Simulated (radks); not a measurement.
The numbers below are computed, except where a source is named.
Spin polarisation of the 5p1 shell in the antimony ion Sb2+. Start: [Kr] 4d10 5s2 5p(up 0.5, down 0.5); electrons of 5p are moved from spin down to spin up, other shells keep equal spins. Level of theory: scalar-relativistic Kohn-Sham, PBE, spin-polarised, spherical densities, finite nucleus; Fermi nuclear charge, rms radius of each element as measured or else 0.836 A^(1/3) + 0.57 fm (a radial shooting solver on a logarithmic mesh with Libxc functionals).

moment (Bohr magnetons)  E - E(0) (eV)  e(5p up) (eV)  e(5p down) (eV)  5s down minus up (eV)  4d down minus up (eV)  4p down minus up (eV)
0                                0.000        -20.082          -20.082                  0.000                 0.000                  0.000
0.25                            -0.015        -20.198          -19.961                  0.223                  0.036                  0.017
0.5                             -0.059        -20.308          -19.835                  0.446                  0.072                  0.033
0.75                            -0.133        -20.414          -19.703                  0.668                  0.108                  0.050
1                               -0.237        -20.514          -19.565                  0.890                  0.144                  0.067

At moment 1 the spin-polarisation energy is -0.237 eV and the 5p exchange splitting 0.949 eV, that is 0.949 eV per Bohr magneton; E = -I m^2/4 would give I = 0.947 eV.
